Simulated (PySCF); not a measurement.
Simulated P 2p region for `[F][GeH2][PH2]`, binding energy against the vacuum level.

Every computed line was given a Gaussian of 0.5 eV full width at half maximum and an area set by the number of equivalent atoms (split 2:1 within a doublet); the highest printed point is 100. Theory: PySCF 2.14.0, delta-SCF UKS SCAN, pcX-2 on the ionised atom, pcseg-1 elsewhere, spin-free X2C.

(binding energy (eV), intensity): (136.2, 1), (136.3, 4), (136.4, 11), (136.5, 26), (136.6, 51), (136.7, 80), (136.8, 100), (136.9, 100), (137.0, 80), (137.1, 52), (137.2, 28), (137.3, 17), (137.4, 18), (137.5, 28), (137.6, 41), (137.7, 50), (137.8, 49), (137.9, 39), (138.0, 24), (138.1, 12), (138.2, 5), (138.3, 2), (138.4, 0)

Count the maxima, the lines and the sites behind this envelope.

The curve has 2 maxima (at 136.8 and 137.7 eV). Under it lie 2 lines from 1 inequivalent phosphorus site, drawn as a 2p3/2, 2p1/2 pair.

Decompose the envelope and assign each component. Numbering: `[F:1][GeH2:2][PH2:3]`.

| position (eV) | relative area | line | atoms | environment |
| --- | --- | --- | --- | --- |
| 136.85 | 0.67 | P 2p3/2 | P3 | three-coordinate phosphorus |
| 137.74 | 0.33 | P 2p1/2 | P3 | three-coordinate phosphorus |

What are the centre and the root-mean-square width of the whole band?

The area-weighted mean of the lines is 137.15 eV. Their own spread about it is 0.42 eV (rms) and each Gaussian has σ = 0.5/2.355 = 0.21 eV; the variances add, which gives 0.47 eV.

No satellites, vibrations or lifetime broadening are included. Spin–orbit and ligand-field terms were added within each 2p shell after the spin-free SCF. 2p1/2 minus 2p3/2 (ligand field included): P 0.89 eV. The structure is a single PBE0-D3(BJ)/def2-SVP conformer in the gas phase; no vibrational or solvent corrections.

The values belong to the conformer `[F:1][GeH2:2][PH2:3]`: H–P3–Ge2–F1 -179°, H–P3–Ge2–F1 -86°.
